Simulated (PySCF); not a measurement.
BH2IO2. Atoms are numbered in the order given.

```xyz
6

B     -0.0053    -1.3561     0.0000
I     -0.0086     0.8202     0.0000
O     -1.2099    -1.9762     0.0000
H     -1.1035    -2.9475     0.0000
O      1.1643    -2.0564     0.0000
H      1.9499    -1.4815     0.0000
```

Geometry optimised at PBE-D3(BJ)/def2-SVP. The def2 effective core potentials stand for the cores of I; spin–orbit coupling is left out. One conformer was computed; it need not be the lowest.

These are PBE0/def2-TZVPD (PySCF) values and carry that method's errors.

Mulliken values depend strongly on the basis, most of all with diffuse functions as here. ESP charges are fitted to the potential on shells at 1.4 to 2.0 van der Waals radii. Atomic charges (e):

```json
[
 {"atom": "B1", "ESP fit": "(withheld)", "Mulliken": "0.39"},
 {"atom": "I2", "ESP fit": "(withheld)", "Mulliken": "-0.21"},
 {"atom": "O3", "ESP fit": "(withheld)", "Mulliken": "-0.38"},
 {"atom": "H4", "ESP fit": "(withheld)", "Mulliken": "0.31"},
 {"atom": "O5", "ESP fit": "(withheld)", "Mulliken": "-0.39"},
 {"atom": "H6", "ESP fit": "(withheld)", "Mulliken": "0.28"}
]
```

Problem. Fill in the missing entries. (An estimate is asked for; the answer gives what the named calculation found.)

Solution. 
- B1, ESP fit: 0.35
- I2, ESP fit: -0.12
- O3, ESP fit: -0.53
- H4, ESP fit: 0.44
- O5, ESP fit: -0.50
- H6, ESP fit: 0.37
